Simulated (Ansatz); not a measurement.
Cost and result up the ladder for As₂S (3 atoms). Charge 0, multiplicity 1. Geometry: PBE0-D4/def2-TZVP.

```xyz
3

As   -0.0008   -0.0196    0.0192
As   -0.0248    1.4025   -1.5194
S     0.0256   -1.3829    1.5002
```

Ansatz on 4 threads of Arm Neoverse N1 on a shared host. Times are rough, and most runs start from the orbitals of an earlier one. No level here is sound enough to serve as a yardstick. Binding counts from free atoms at the same level (As quartet, S triplet; other spins of the atoms weren't run), without zero-point energy or a counterpoise term.

Correlated methods freeze 23 core orbitals; core or outer-core shells of As are correlated, in sets that lack core-valence functions. Another isomer (triplet) lies 0.75 eV lower at PBE0-D4/def2-TZVP; other spin states weren't run for this one.

Correlated methods converge slowly with the basis.

```csv
level,functions,binding energy per atom (eV),remarks
ωB97X-V/def2-TZVP,133,2.00,restricted SCF unstable in HF
PBE-D4/def2-TZVP (with forces),133,2.29,restricted SCF unstable in HF
PBE0-D4/def2-TZVP,133,2.01,restricted SCF unstable in HF
revPBE-D4/def2-TZVP,133,2.14,restricted SCF unstable in HF
CCSD(T)/def2-TZVPP,138,1.83,restricted SCF unstable
r2SCAN-D4/def2-TZVP,133,2.10,restricted SCF unstable in HF
```

Estimate how long each takes.

revPBE-D4/def2-TZVP 1.4 s; PBE-D4/def2-TZVP (with forces) 1.6 s; PBE0-D4/def2-TZVP 2.3 s; r2SCAN-D4/def2-TZVP 3.7 s; ωB97X-V/def2-TZVP 5.5 s; CCSD(T)/def2-TZVPP 12 s. On shared hardware such times vary by a factor of up to 3.
